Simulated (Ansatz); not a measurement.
The cluster Si₅H₃⁺. Charge 1, multiplicity 1. Geometry PBE-D4/def2-SVP; atoms count from 1.

```xyz
8

Si   -0.008   -1.403    0.461
Si   -0.825    2.273    0.565
Si    1.423   -0.358    1.987
Si    0.995    0.855   -0.046
Si   -1.420    0.203   -0.355
H     0.092   -2.786   -0.127
H     2.097    1.269   -0.977
H    -2.355   -0.053   -1.508
```

The restricted singlet is unstable towards broken spin symmetry in Hartree–Fock (as tested in another run); at PBE0-D4/def2-TZVP this wasn't settled. The structure comes from a short search, and lower isomers may exist.

Q: Estimate the Mulliken populations from the PBE0/def2-TZVP orbitals of Ansatz.

A: 
```tsv
atom	charge (e)
Si1	0.10
Si2	0.25
Si3	0.25
Si4	0.03
Si5	0.11
H6	0.09
H7	0.09
H8	0.09
```
Mulliken values depend strongly on the basis.

Q: And the Mayer bond orders between heavy atoms (over 0.3)?

A: Si1–Si3 1.06 (2.34 Å); Si1–Si4 0.61 (2.52 Å); Si1–Si5 1.01 (2.29 Å); Si2–Si4 0.93 (2.39 Å); Si2–Si5 1.05 (2.34 Å); Si3–Si4 0.90 (2.41 Å); Si4–Si5 0.61 (2.52 Å).
